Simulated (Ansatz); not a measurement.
Frontier orbitals of C2H7AlO2 (`CO[CH2][AlH][OH]`).

```tsv
atom	x (Å)	y (Å)	z (Å)
C1	-0.999	-1.069	-0.766
O2	-1.249	0.177	-0.192
C3	-0.482	0.381	0.988
Al4	1.426	0.770	0.597
O5	1.863	1.161	-0.997
H6	-1.598	-1.147	-1.675
H7	-1.270	-1.891	-0.088
H8	0.065	-1.192	-1.036
H9	-0.623	-0.458	1.689
H10	-0.921	1.252	1.492
H11	2.580	0.807	1.679
H12	1.208	1.209	-1.693
```

The species carries charge 0 and has multiplicity 1. The geometry is a stationary point of PBE0-D4/def2-TZVP. It is one conformer, not always the lowest. Basis def2-TZVPP, Ansatz.

Orbital energies of one run (eV). Highest occupied ones, from the top: -9.44, -11.63, -12.12, -12.40, -12.52, -13.44, -13.77, -16.06, -16.51, -16.61, -17.01, -20.98, -23.49, -29.91. Empty: 1.37, 2.30, 2.81, 4.12, 4.29, 4.60.

(1) Which functional gave them?
A. BLYP
B. LC-ωPBE
C. CAM-B3LYP
D. revPBE

Results:

(1) B. HOMO energies: LC-ωPBE -9.44, BLYP -5.27, revPBE -5.30, CAM-B3LYP -8.16 eV.

LC-ωPBE has ω = 0.4 bohr⁻¹.
